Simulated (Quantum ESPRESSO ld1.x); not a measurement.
Zr III, 38 electrons, occupied as [Kr] 4d2. All-electron calculation, scalar-relativistic Kohn-Sham, LDA (Slater exchange, Perdew-Wang correlation), spin-polarised, spherical densities, point nucleus; open shells are filled with parallel spins first. Program: ld1.x of Quantum ESPRESSO 7.5.

Unscreened Slater integrals over Kohn-Sham orbitals (cm^-1). They are taken over the spin-up orbitals.

integral,value
"F0(4d,4d)",99453
"F2(4d,4d)",49692
"F4(4d,4d)",32241
"F0(4d,4p)",115920
"F2(4d,4p)",54599
"G1(4d,4p)",66372
"G3(4d,4p)",40145
"F0(4d,4s)",119860
"G2(4d,4s)",45532
"F0(4d,3d)",135610
"F2(4d,3d)",21253
"F4(4d,3d)",8772.8
"G0(4d,3d)",6795.3
"G2(4d,3d)",7443.2
"G4(4d,3d)",5546.8
"F0(4p,4p)",144780
"F2(4p,4p)",75932
"F0(4p,4s)",152920
"G1(4p,4s)",103110
"F0(4p,3d)",188220
"F2(4p,3d)",42220
"G1(4p,3d)",13656
"G3(4p,3d)",13059
"F0(4s,4s)",162800
"F0(4s,3d)",207790
"G2(4s,3d)",17184
"F0(3d,3d)",442190
"F2(3d,3d)",216200
"F4(3d,3d)",136990

Derived for the open shells (J is the average intra-shell exchange parameter used in DFT+U). 4d: Racah B = F2/49 - 5 F4/441 = 648.6 cm^-1, C = 35 F4/441 = 2559 cm^-1, C/B = 3.95, F4/F2 = 0.649, J = (F2 + F4)/14 = 5852 cm^-1.
